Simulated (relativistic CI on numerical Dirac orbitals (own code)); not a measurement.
**Line list: Forbidden lines, Sb¹¹⁺**

Computed by Dirac-Coulomb-Breit CI, separate exchange-only KLI orbitals for each configuration, QED by a radiative potential, unscaled Slater integrals (own radial code, finite nucleus).

Configurations in the expansion (outside the closed core [Ar] 3d10): 4s²4p⁶4d⁴, 4s²4p⁵4d⁵, 4s²4p⁶4d³4f, 4s²4p⁶4d³5s, 4s4p⁶4d⁵, 4s²4p⁶4d³5p, 4s²4p⁶4d²4f5s, 4s²4p⁶4d³5d, 4s²4p⁶4d²5s5p, 4s4p⁶4d⁴4f, 4s²4p⁶4d³6s, 4s²4p⁶4d²5s², 4s²4p⁶4d4f5s², 4s²4p⁶4d5s²5p, 4s²4p⁶4d5s²5d, 4p⁶4d⁶, 4p⁵4d⁷, 4s²4p⁶4d²5p², 4s²4p⁶4d4f5p², 4s²4p⁶4d5s5p², 4s²4p⁶4d5p³, 4s²4p⁶4d5p²5d. Double excitations out of closed p, d and f shells are left out; levels of such configurations are missing from the list, as are those of other unlisted configurations, and high levels can miss mixing partners.

| λ vac (Å) | Lower | Upper | Type | A (s⁻¹) | gf | Branching (%) |
| --- | --- | --- | --- | --- | --- | --- |
| 1604.0 | 4s²4p⁶4d⁴ ⁵D0 [1] | 4s²4p⁶4d⁴ ³D1 [20] | M1 | 2.80e+01 | 3.23e-08 | 17.7 |
| 1699.2 | 4s²4p⁶4d⁴ ⁵D1 [2] | 4s²4p⁶4d⁴ ³D1 [20] | M1 | 1.71e+01 | 2.22e-08 | 10.9 |
| 1742.0 | 4s²4p⁶4d⁴ ⁵D1 [2] | 4s²4p⁶4d⁴ ³D2 [19] | M1 | 1.69e+01 | 3.85e-08 | 11.0 |
| 2015.7 | 4s²4p⁶4d⁴ ⁵D2 [3] | 4s²4p⁶4d⁴ ³D3 [17] | M1 | 2.77e+01 | 1.18e-07 | 28.3 |
| 2028.5 | 4s²4p⁶4d⁴ ⁵D3 [4] | 4s²4p⁶4d⁴ ³D2 [19] | M1 | 1.04e+02 | 3.21e-07 | 67.8 |
| 2193.2 | 4s²4p⁶4d⁴ ⁵D3 [4] | 4s²4p⁶4d⁴ ³D3 [17] | M1 | 1.47e+01 | 7.40e-08 | 15.0 |
| 2197.1 | 4s²4p⁶4d⁴ ⁵D2 [3] | 4s²4p⁶4d⁴ ³F3 [16] | M1 | 1.22e+01 | 6.16e-08 | 15.9 |
| 2390.9 | 4s²4p⁶4d⁴ ⁵D4 [5] | 4s²4p⁶4d⁴ ³D3 [17] | M1 | 4.01e+01 | 2.41e-07 | 41.0 |
| 2409.7 | 4s²4p⁶4d⁴ ⁵D3 [4] | 4s²4p⁶4d⁴ ³F3 [16] | M1 | 2.72e+01 | 1.65e-07 | 35.4 |
| 2516.3 | 4s²4p⁶4d⁴ ⁵D3 [4] | 4s²4p⁶4d⁴ ³G4 [15] | M1 | 1.31e+01 | 1.12e-07 | 28.8 |
| 2525.4 | 4s²4p⁶4d⁴ ⁵D1 [2] | 4s²4p⁶4d⁴ ³F2 [11] | M1 | 3.32e+01 | 1.59e-07 | 44.6 |
| 2530.4 | 4s²4p⁶4d⁴ ⁵D3 [4] | 4s²4p⁶4d⁴ ³P2 [14] | M1 | 2.83e+01 | 1.36e-07 | 61.1 |
| 2650.5 | 4s²4p⁶4d⁴ ⁵D4 [5] | 4s²4p⁶4d⁴ ³F3 [16] | M1 | 1.16e+01 | 8.55e-08 | 15.1 |
| 2780.1 | 4s²4p⁶4d⁴ ⁵D4 [5] | 4s²4p⁶4d⁴ ³G4 [15] | M1 | 2.21e+01 | 2.31e-07 | 48.4 |
| 2788.0 | 4s²4p⁶4d⁴ ⁵D3 [4] | 4s²4p⁶4d⁴ ³F4 [13] | M1 | 1.28e+01 | 1.34e-07 | 14.8 |
| 2816.4 | 4s²4p⁶4d⁴ ⁵D2 [3] | 4s²4p⁶4d⁴ ³F2 [11] | M1 | 3.86e+01 | 2.30e-07 | 51.9 |
| 2946.5 | 4s²4p⁶4d⁴ ⁵D2 [3] | 4s²4p⁶4d⁴ ³P1 [10] | M1 | 1.47e+02 | 5.74e-07 | 88.3 |
| 2979.5 | 4s²4p⁶4d⁴ ⁵D2 [3] | 4s²4p⁶4d⁴ ³G3 [8] | M1 | 1.88e+01 | 1.75e-07 | 30.9 |
| 3115.5 | 4s²4p⁶4d⁴ ⁵D4 [5] | 4s²4p⁶4d⁴ ³F4 [13] | M1 | 4.20e+01 | 5.50e-07 | 48.6 |
| 3217.0 | 4s²4p⁶4d⁴ ³P0 [6] | 4s²4p⁶4d⁴ ³D1 [20] | M1 | 4.25e+01 | 1.98e-07 | 27.0 |
| 3384.5 | 4s²4p⁶4d⁴ ⁵D3 [4] | 4s²4p⁶4d⁴ ³G3 [8] | M1 | 3.70e+01 | 4.45e-07 | 60.8 |
| 3601.4 | 4s²4p⁶4d⁴ ⁵D1 [2] | 4s²4p⁶4d⁴ ³P0 [6] | M1 | 2.17e+02 | 4.22e-07 | 100.0 |
| 4593.5 | 4s²4p⁶4d⁴ ³H5 [9] | 4s²4p⁶4d⁴ ¹I6 [21] | M1 | 2.77e+01 | 1.14e-06 | 53.3 |
| 4802.9 | 4s²4p⁶4d⁴ ³P1 [10] | 4s²4p⁶4d⁴ ³D1 [20] | M1 | 3.01e+01 | 3.13e-07 | 19.1 |
| 5148.7 | 4s²4p⁶4d⁴ ⁵D4 [5] | 4s²4p⁶4d⁴ ³H4 [7] | M1 | 1.80e+01 | 6.43e-07 | 79.3 |
| 6222.5 | 4s²4p⁶4d⁴ ³H5 [9] | 4s²4p⁶4d⁴ ³G5 [18] | M1 | 1.45e+01 | 9.26e-07 | 37.4 |
| 7889.3 | 4s²4p⁶4d⁴ ³H4 [7] | 4s²4p⁶4d⁴ ³F4 [13] | M1 | 2.72e+01 | 2.29e-06 | 31.5 |
| 7970.7 | 4s²4p⁶4d⁴ ³H6 [12] | 4s²4p⁶4d⁴ ³G5 [18] | M1 | 8.61e+00 | 9.02e-07 | 22.2 |
| 8365.9 | 4s²4p⁶4d⁴ ³G3 [8] | 4s²4p⁶4d⁴ ³F3 [16] | M1 | 1.26e+01 | 9.23e-07 | 16.4 |
| 10109.4 | 4s²4p⁶4d⁴ ³F4 [13] | 4s²4p⁶4d⁴ ³G5 [18] | M1 | 1.11e+01 | 1.87e-06 | 28.6 |

Terms are leading LS components. Brackets give the number of a level in order of energy, since labels repeat. The list gives strong lines, with weight on those to low levels, among the lowest 200 of 2746 levels, so that lines to higher ones, which can be the strongest, are missing. Levels whose partners in the same complex of configurations lie outside the list can be far off, and so can their lines. Rates are taken at the computed energies, electric ones in the length gauge.

At this charge energies of transitions that change n are usually good to better than 1 %, and those within a shell (Δn = 0) to a few per cent. Terms inside the open d or f shell come out 10 to 20 % too wide with unscaled integrals. Levels and lines within the n = 5 or 6 shells can be off by up to 10 % or somewhat more, and those that change n by about 2 %, since core polarisation is missing.

LS names give the leading component of a level, which can be under half, so a name can repeat, a term be missing and a line seem to break the LS rules.
